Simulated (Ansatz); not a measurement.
`O[SiH]1CB(F)C1` → `C[Si]1(F)CBO1`  (isomerisation)

Gas-phase electronic energies from Ansatz, PBE0-D4/def2-TZVP geometries. CCSD(T)/CBS adds triple-zeta CCSD(T) − MP2 to the extrapolated MP2 energy (def2 sets, frozen cores). DFT in def2-TZVPP. One conformer a species, not always the lowest.

`O[SiH]1CB(F)C1`:

Cartesian coordinates in Å:
```
O -2.110 -0.799 -0.167
Si -0.806 0.031 0.397
C 0.849 -0.873 0.520
B 1.349 0.429 -0.205
F 2.490 1.066 0.024
C 0.084 1.018 -0.929
H -2.645 -1.277 0.469
H -1.158 0.788 1.628
H 1.322 -1.229 1.432
H 0.766 -1.698 -0.201
H -0.118 0.460 -1.854
H -0.024 2.083 -1.114
```

`C[Si]1(F)CBO1`:

```xyz
12

C     1.888    0.131    0.128
Si    0.195   -0.595    0.073
F     0.294   -2.122    0.519
C    -1.318    0.307    0.631
B    -1.568    0.228   -0.946
O    -0.517   -0.495   -1.457
H     2.305    0.064    1.135
H     1.868    1.182   -0.170
H     2.552   -0.407   -0.553
H    -2.030   -0.275    1.220
H    -1.240    1.305    1.065
H    -2.427    0.678   -1.645
```

| level | ΔE (kJ/mol) |
| --- | --- |
| ωB97X-V | -142.1 |
| HF/CBS(def2) | -157.3 |

Q: What does CCSD(T)/CBS give? (An estimate is asked.)

A: Computed: -145.2 kJ/mol. The listed levels differ from it by 3.1, -12.1 kJ/mol.

Largest T1 diagnostic among the species: 0.013.

In def2-TZVPP, CCSD(T) changes the Hartree–Fock value by +11.3 kJ/mol (the triples alone add +1.5 kJ/mol) and MP2 by +10.3 kJ/mol. From PBE to PBE0 (25 % exact exchange), in def2-TZVPP and without D4, ΔE moves by −3.5 kJ/mol.
